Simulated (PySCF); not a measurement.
Isomers of C3H4S3. All species are isolated molecules in the gas phase. One relaxed conformer stands for each flexible species; it need not be the lowest. Strings in code marks are SMILES.

The four lowest singlet excitations (Tamm–Dancoff). All values below come from PySCF 2.14.0 with PBE-D3(BJ)/def2-TZVP. Excitations are Tamm–Dancoff values on a coarser integration grid. The basis has no diffuse functions, so Rydberg states are missing or too high.

```json
[
 {"state": "S1", "energy (eV)": "3.34", "wavelength (nm)": "371", "oscillator strength": "0.022"},
 {"state": "S2", "energy (eV)": "3.96", "wavelength (nm)": "313", "oscillator strength": "0.003"},
 {"state": "S3", "energy (eV)": "4.17", "wavelength (nm)": "297", "oscillator strength": "0.006"},
 {"state": "S4", "energy (eV)": "4.78", "wavelength (nm)": "259", "oscillator strength": "0.022"}
]
```

Problem. Say which member gives these states.
A. `S=CCC(=S)S`
B. `S=CC(=S)CS`
C. `C1=CSSCS1`
D. `SSC1=C(S)C1`

Solution. C, `C1=CSSCS1`
